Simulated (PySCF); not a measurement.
HO₃S, SMILES [O-][S+]([O-])O, charge -1.

The structure is a stationary point at PBE0-D3(BJ)/def2-SVPD. Other conformers were not sampled.

These are M06-2X/def2-TZVPD in PySCF values and carry that method's errors.

Computed frontier levels, gap, dipole moment and polarisability:
```json
{
  "highest_occupied_level": "-2.98 eV",
  "lowest_empty_level": "3.88 eV",
  "orbital_gap": "6.87 eV",
  "dipole_moment_about_the_centre_of_nuclear_charge": "0.335 e·Å",
  "mean_static_polarisability": "44.8 bohr³ (6.64 Å³)",
  "polarisability_principal_values": "40.7, 45.3, 48.5 bohr³"
}
```
